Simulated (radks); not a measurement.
Results of a calculation; reference values are marked as such.
The fluorine anion F- inside a hard spherical wall (all orbitals vanish at R), configuration held at [Ne] and not refilled when levels cross. Code: a radial shooting solver on a logarithmic mesh with Libxc functionals. Model: non-relativistic Kohn-Sham, PBE, spin-polarised, spherical densities, point nucleus. Eigenvalues in eV for spin up, with the zero of energy where the potential of the charges vanishes at infinity; a dash marks a level that is unbound or too diffuse for the functional's potential to be trusted. A positive occupied level is held by the wall or, in an anion where self-interaction has pushed it up, behind a barrier. The pressure on the wall is -dE/dV.

R (bohr)  E (hartree)  kinetic (hartree)    e(1s)    e(2s)   e(2p)  e(3s, empty)  e(3p, empty)  pressure (GPa)
10          -99.81060             99.536  -648.43  -16.755   1.454         4.964         6.078         0.00842
8           -99.80895             99.543  -648.20  -16.555   1.645         6.532         8.351          0.0603
4           -99.71019             99.938  -643.57  -13.119   5.197        22.322        28.318            18.9
3.5         -99.61283            100.309  -640.67  -11.183   7.335        30.508        37.365            54.1
2.5         -98.81174            103.085  -625.12   -1.127  18.734        72.023        78.834             687
2           -97.13782            108.083  -603.86   13.591  35.001        130.43        132.38            3300
